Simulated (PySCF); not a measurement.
ReF₃, SMILES [F][Re]([F])[F] (connectivity only; charge and spin as stated), neutral, multiplicity 3. Atoms are numbered in the order given.

```xyz
4

Re     0.0000     0.0000     0.0000
F     -1.8308     0.0000     0.0000
F      0.9154     1.5855     0.0000
F      0.9154    -1.5855     0.0000
```
Charge 0, spin multiplicity 3.

Coordinates come from a PBE-D3(BJ)/def2-TZVP optimisation. The spin state was assumed, not searched. The def2 effective core potentials stand for the cores of Re; spin–orbit coupling is left out.

Calculation: PySCF 2.14.0 with TDA-CAM-B3LYP/def2-SVPD.

Vertical excitations; the highest root listed may be one member of a degenerate set. Isolated molecule, no solvent.

Computed excitation energies, oscillator strengths and character:
```tsv
state	energy (eV)	λ (nm)	f	main pairs
root 1	0.66	1886	0.000	β HOMO→LUMO (degenerate set)
root 2	0.66	1884	0.000	β HOMO→LUMO+1 (degenerate set)
root 3	1.37	904	0.000	α HOMO→LUMO, β HOMO→LUMO+2 (degenerate set)
root 4	1.37	904	0.000	α HOMO→LUMO+1, β HOMO→LUMO+3 (degenerate set)
root 5	1.67	744	0.000	α HOMO−1→LUMO+1, α HOMO−2→LUMO (degenerate set)
root 6	1.67	743	0.000	α HOMO−2→LUMO+1, α HOMO−1→LUMO (degenerate set)
root 7	1.84	673	0.003	α HOMO→LUMO, β HOMO→LUMO+2 (degenerate set)
root 8	1.84	673	0.003	α HOMO→LUMO+1, β HOMO→LUMO+3 (degenerate set)
root 9	2.12	584	0.000	α HOMO−2→LUMO, α HOMO−1→LUMO+1 (degenerate set)
root 10	2.12	584	0.000	α HOMO−1→LUMO, α HOMO−2→LUMO+1 (degenerate set)
```
Unrestricted roots are not spin-pure.
